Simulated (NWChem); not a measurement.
silylarsine (SiAsH$_{5}$); SMILES [SiH3][AsH2]

Computed with NWChem. Coordinates come from a B3LYP/6-31G* (spherical d) optimisation. Level MN15/def2-SVP: energy and gradient on several grids; changes count from the extra-fine grid, which is no exact limit either.

Q: Which is the coarsest grid (coarse; xfine; medium; fine; xcoarse) from which on the energy stays within 100 μHa and each gradient component within 200 μHa/bohr of xfine?

A: medium.
```tsv
grid	size of the energy change (μHa)	largest change of a gradient component (μHa/bohr)
xcoarse	600	10000
coarse	40	400
medium	10	50
fine	< 10	< 30
xfine	< 10	< 30
```
